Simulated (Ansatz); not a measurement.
Frontier orbitals of C3H5F3O (`CC(F)(F)OCF`).

Total charge 0; spin multiplicity 1. All single points use the PBE0-D4/def2-TZVP geometry. It is one conformer, not always the lowest. Basis def2-TZVPP, the Gaussian-basis code of Ansatz.

Orbital energies of one run (eV). Highest occupied ones, from the top: -12.20, -12.40, -12.94, -13.62, -13.82, -14.28, -14.47, -14.62, -15.28, -15.96, -16.64, -17.34, -18.09, -18.83. Empty: 2.95, 3.51, 4.31, 4.53, 4.64, 4.77.

Question: Which functional gave them?
A. revPBE
B. PBE0
C. ωB97M-V
D. BLYP

Answer: C. HOMO energies: ωB97M-V -12.20, BLYP -7.87, revPBE -7.85, PBE0 -9.74 eV.
